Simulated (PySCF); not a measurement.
O₂Se, SMILES O=[Se]=O.

The structure is a stationary point at PBE0-D3(BJ)/def2-TZVP.

Computed with M06-2X/def2-TZVPD (PySCF).

Isolated molecule, no solvent.

total energy: -2551.95950 hartree
point group: C2v
highest occupied level: -10.80 eV
lowest empty level: -3.28 eV
orbital gap: 7.52 eV
dipole moment: 2.95 D
quadrupole, principal values (traceless, Buckingham form, about the centre of nuclear charge): -7.05, 1.41, 5.65 D·Å
mean static polarisability: 31.5 bohr³ (4.66 Å³)
polarisability, principal values: 23.6, 28.6, 42.2 bohr³
